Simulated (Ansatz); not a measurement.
A series at Ge: from `[F][Ge]([Cl])([Cl])[Cl]`, ligands are replaced one by one, each step taking up H–F and setting free HCl; n counts the steps. Ansatz, PBE0-D4/def2-TZVP geometries.

CBS adds triple-zeta CCSD(T) − MP2 to the MP2 limit, frozen cores; atoms without spin–orbit coupling. Outer-core shells of Ge are correlated without core-valence functions. Scalar relativity is left out up to krypton. Spin–orbit coupling is left out.

```json
{"n": "0", "molecule": "`[F][Ge]([Cl])([Cl])[Cl]`", "atomization energy, CCSD(T)/CBS (kJ/mol)": "?"}
{"n": "1", "molecule": "`[F][Ge]([F])([Cl])[Cl]`", "atomization energy, CCSD(T)/CBS (kJ/mol)": "1670.2"}
{"n": "2", "molecule": "`[F][Ge]([F])([F])[Cl]`", "atomization energy, CCSD(T)/CBS (kJ/mol)": "1803.1"}
{"n": "3", "molecule": "`[F][Ge]([F])([F])[F]`", "atomization energy, CCSD(T)/CBS (kJ/mol)": "1934.2"}
```

Question: By hand: fit a straight line y = ȳ + b (n − n̄) to the 3 given rows and predict n = 0.

Answer: n̄ = 2.000, ȳ = 1802.50; Σ(n − n̄)(y − ȳ) = 264.00, Σ(n − n̄)² = 2.000, so b = 132.00 kJ/mol a step. Prediction: 1802.50 + (132.00) × (-2.000) = 1538.5 kJ/mol.

Question: By hand: compare with the computed value, 1536.5 kJ/mol, and give the steps along the whole series.

Answer: The line misses by -2.0 kJ/mol (computed minus predicted). Steps: 133.7, 132.9, 131.1 kJ/mol.

The steps differ by at most 2.6 kJ/mol, 2.0 % of a mean step, so the ligands' effects nearly add and a line is close. The miss is 0.5 % of the series' range. The energies themselves are unsure by some kJ/mol a bond, though much of that is common to the series.
